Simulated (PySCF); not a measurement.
**TlH3 at several levels of theory**

Computed with PySCF 2.14.0 (density fitting, no spin-orbit coupling) at the geometry relaxed with B3LYP:

```xyz
4
TlH3 (singlet)
Tl    0.4820    0.0000    0.0000
H    -0.3952    0.0000    1.5240
H    -0.3952    0.0000   -1.5240
H     2.2402    0.0000    0.0000
```

| level | basis | state | HOMO (eV) | gap (eV) | charge on Tl1 (e) | dipole about the centre of mass (D) | largest force component (eV/Å) |
| --- | --- | --- | --- | --- | --- | --- | --- |
| B3LYP | Tl def2-SVP with ECP60, H def2-SVP | singlet | -7.80 | 5.68 | 0.24 | 0.00 | 0.01 |
| CAM-B3LYP | the same | singlet | -9.30 | 8.27 | 0.22 | 0.00 | 0.19 |
| HF | the same | singlet | -10.70 | 11.35 | 0.39 | 0.01 | 0.16 |
| TPSS | the same | singlet | -7.02 | 4.62 | 0.25 | 0.00 | 0.03 |
| B3LYP | Tl def2-TZVP with ECP60, H def2-TZVP | singlet | -7.85 | 5.68 | 0.34 | 0.01 | 0.11 |
| B3LYP | Tl x2c-SVPall, H x2c-SVPall | singlet | -7.84 | 5.71 | 0.35 | 0.01 | 0.09 |

Charges are Mulliken's, which hang on the basis. The relaxation used the grid (50, 194), these runs (75, 302) or, all-electron (x2c bases, spin-free X2C Hamiltonian), (99, 590).

Problem. What does PBE with Tl def2-SVP with ECP60, H def2-SVP give here?

Solution. state singlet, HOMO (eV) -6.85, gap (eV) 4.28, charge on Tl1 (e) 0.17, dipole about the centre of mass (D) 0.00, largest force component (eV/Å) 0.08. Time: 0.7 s on 2 threads of Intel(R) Xeon(R) 6975P-C (Granite Rapids), on a shared host, from an already converged density.

In the first row's basis the gap widens with exact exchange: 4.3 to 4.6 eV for PBE, TPSS (none); 5.7 eV for B3LYP (a fixed share); 8.3 to 11.3 eV for CAM-B3LYP, Hartree–Fock (rising or full at long range).
